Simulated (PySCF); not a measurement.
Method: PySCF with B3LYP-D3(BJ)/def2-TZVP // PBE0-D4/def2-TZVP. All species are isolated molecules in the gas phase. One relaxed conformer stands for a flexible species; it need not be the lowest. B3LYP has the VWN-RPA correlation part, as in Gaussian. Excitations are Tamm–Dancoff values on a coarser integration grid. The basis has no diffuse functions, so Rydberg states are missing or too high.

Reference species (SMILES): `[SiH3]Cl` (neutral, multiplicity 1).

```json
{
  "S1–T1 gap (TDA)": "0.38 eV",
  "S1 excitation (TDA)": "7.28 eV",
  "T1 excitation (TDA)": "6.90 eV",
  "HOMO–LUMO gap": "8.48 eV"
}
```

After one change: the S1–T1 gap (TDA) falls by 0.06 eV; the S1 excitation (TDA) rises by 0.06 eV; the T1 excitation (TDA) increases by 0.12 eV; the HOMO–LUMO gap stays essentially unchanged.

Q: Which change was made? The new species is one of these.
A) `OC[SiH2]Cl` (H–O–C–Si torsion -176°, O–C–Si–Cl torsion 67°)
B) `F[SiH2]Cl`
C) `O=C(O)[SiH2]Cl` (Si–C–O–H torsion -180°, O–C–Si–Cl torsion 179°)
D) `CC[SiH2]Cl` (C–C–Si–Cl torsion 61°)

A: D, `CC[SiH2]Cl` (C–C–Si–Cl torsion 61°)
